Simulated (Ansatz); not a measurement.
Born–Oppenheimer molecular dynamics of BH₇Si₃ (11 atoms, charge 0, multiplicity 1). It starts from a relaxed structure.

All numbers below come from RKS PBE-D4/6-31G in Ansatz.

```yaml
ensemble: NVE (velocity Verlet)
time_step: 0.5 fs
steps_asked: 150
starting_velocities_drawn_for: 500 K
masses: H 3.016 u
seed: 393674
```

Frames 0.5 fs apart, positions in Å.

Velocities at 40.0 fs (Å/ps):

```
Si 2.17 2.66 0.79
Si 1.12 -2.35 -1.32
B 1.49 -3.72 -1.51
Si -0.29 1.44 1.79
H 1.31 -16.73 -14.38
H -7.59 17.74 -5.64
H -8.10 3.29 -5.60
H 7.20 -7.36 13.43
H 3.56 1.91 3.38
H 0.79 -0.89 4.90
H -30.49 -0.99 -2.42
```

```xyz
11
Properties=species:S:1:pos:R:3 time_fs=40.0 energy_less_start_eV=0.177 T=348
Si -1.394 1.265 -0.704
Si -0.792 -0.279 0.932
B 0.772 -1.364 1.093
Si 2.014 -0.841 -0.226
H -2.530 0.715 -1.586
H -1.872 2.443 0.136
H -0.393 1.844 -1.644
H -2.146 -0.645 1.576
H 0.862 -2.282 1.847
H 1.848 0.521 -0.897
H 3.286 -1.548 -0.779
11
Properties=species:S:1:pos:R:3 time_fs=40.5 energy_less_start_eV=0.174 T=350
Si -1.393 1.266 -0.703
Si -0.791 -0.280 0.932
B 0.772 -1.366 1.092
Si 2.014 -0.840 -0.225
H -2.529 0.707 -1.593
H -1.876 2.452 0.133
H -0.396 1.846 -1.647
H -2.143 -0.649 1.583
H 0.864 -2.281 1.849
H 1.848 0.521 -0.894
H 3.270 -1.548 -0.780
11
Properties=species:S:1:pos:R:3 time_fs=41.0 energy_less_start_eV=0.174 T=350
Si -1.392 1.268 -0.703
Si -0.791 -0.281 0.931
B 0.773 -1.367 1.091
Si 2.014 -0.840 -0.224
H -2.529 0.699 -1.600
H -1.880 2.461 0.130
H -0.400 1.848 -1.650
H -2.139 -0.652 1.589
H 0.865 -2.280 1.851
H 1.849 0.520 -0.892
H 3.255 -1.548 -0.781
11
Properties=species:S:1:pos:R:3 time_fs=41.5 energy_less_start_eV=0.177 T=348
Si -1.391 1.269 -0.702
Si -0.790 -0.282 0.930
B 0.774 -1.369 1.091
Si 2.014 -0.839 -0.223
H -2.527 0.691 -1.606
H -1.884 2.469 0.127
H -0.403 1.849 -1.653
H -2.135 -0.656 1.596
H 0.867 -2.279 1.852
H 1.849 0.519 -0.890
H 3.239 -1.549 -0.782
11
Properties=species:S:1:pos:R:3 time_fs=42.0 energy_less_start_eV=0.183 T=343
Si -1.390 1.270 -0.702
Si -0.790 -0.284 0.930
B 0.775 -1.371 1.090
Si 2.014 -0.838 -0.222
H -2.526 0.683 -1.612
H -1.888 2.478 0.123
H -0.406 1.851 -1.656
H -2.130 -0.659 1.603
H 0.869 -2.279 1.854
H 1.850 0.518 -0.887
H 3.223 -1.549 -0.783
11
Properties=species:S:1:pos:R:3 time_fs=42.5 energy_less_start_eV=0.192 T=335
Si -1.389 1.272 -0.702
Si -0.789 -0.285 0.929
B 0.775 -1.373 1.090
Si 2.014 -0.837 -0.221
H -2.524 0.676 -1.617
H -1.893 2.486 0.119
H -0.408 1.852 -1.659
H -2.125 -0.663 1.609
H 0.871 -2.278 1.856
H 1.850 0.517 -0.885
H 3.207 -1.549 -0.784
11
Properties=species:S:1:pos:R:3 time_fs=43.0 energy_less_start_eV=0.203 T=326
Si -1.388 1.274 -0.701
Si -0.789 -0.287 0.928
B 0.776 -1.375 1.089
Si 2.014 -0.836 -0.221
H -2.522 0.668 -1.622
H -1.897 2.494 0.115
H -0.410 1.854 -1.663
H -2.121 -0.666 1.616
H 0.872 -2.278 1.858
H 1.851 0.516 -0.884
H 3.191 -1.549 -0.785
11
Properties=species:S:1:pos:R:3 time_fs=43.5 energy_less_start_eV=0.215 T=315
Si -1.388 1.275 -0.701
Si -0.788 -0.288 0.928
B 0.776 -1.377 1.089
Si 2.014 -0.835 -0.220
H -2.519 0.661 -1.627
H -1.902 2.502 0.111
H -0.412 1.855 -1.667
H -2.116 -0.669 1.623
H 0.874 -2.278 1.860
H 1.851 0.515 -0.882
H 3.176 -1.550 -0.786
11
Properties=species:S:1:pos:R:3 time_fs=44.0 energy_less_start_eV=0.229 T=303
Si -1.387 1.277 -0.701
Si -0.788 -0.290 0.927
B 0.777 -1.379 1.089
Si 2.014 -0.835 -0.219
H -2.516 0.655 -1.631
H -1.907 2.509 0.106
H -0.413 1.857 -1.670
H -2.110 -0.672 1.629
H 0.876 -2.278 1.863
H 1.852 0.514 -0.880
H 3.161 -1.550 -0.787
11
Properties=species:S:1:pos:R:3 time_fs=44.5 energy_less_start_eV=0.244 T=291
Si -1.387 1.278 -0.700
Si -0.788 -0.291 0.927
B 0.778 -1.380 1.088
Si 2.014 -0.834 -0.218
H -2.513 0.648 -1.634
H -1.911 2.516 0.101
H -0.414 1.858 -1.674
H -2.105 -0.675 1.635
H 0.877 -2.279 1.865
H 1.853 0.512 -0.879
H 3.147 -1.552 -0.789
11
Properties=species:S:1:pos:R:3 time_fs=45.0 energy_less_start_eV=0.258 T=279
Si -1.387 1.280 -0.700
Si -0.788 -0.293 0.926
B 0.778 -1.382 1.088
Si 2.014 -0.833 -0.218
H -2.509 0.642 -1.637
H -1.916 2.522 0.095
H -0.414 1.859 -1.678
H -2.099 -0.678 1.642
H 0.879 -2.279 1.867
H 1.853 0.511 -0.877
H 3.133 -1.553 -0.790
11
Properties=species:S:1:pos:R:3 time_fs=45.5 energy_less_start_eV=0.271 T=267
Si -1.386 1.282 -0.700
Si -0.787 -0.294 0.925
B 0.778 -1.384 1.088
Si 2.013 -0.832 -0.217
H -2.505 0.637 -1.639
H -1.921 2.528 0.090
H -0.414 1.861 -1.681
H -2.094 -0.681 1.648
H 0.881 -2.280 1.869
H 1.854 0.510 -0.876
H 3.120 -1.555 -0.793
```

Of the whole run (75 fs, mean temperature of the second half 245 K): The conserved energy stayed within 0.055 meV per atom of its start (net change 0.048 meV per atom), so the integration is sound. The temperature averaged 0.49 of the 500 K drawn at the start: a run that starts near a minimum puts about half its kinetic energy into the potential. A run of 0.075 ps of so small a system gives no equilibrium averages. Limits of this set-up: no polarisation functions.

Time of the run: 6.1 min on 1 thread of Arm Neoverse V1, on a shared host, peak memory 0.1 GiB.
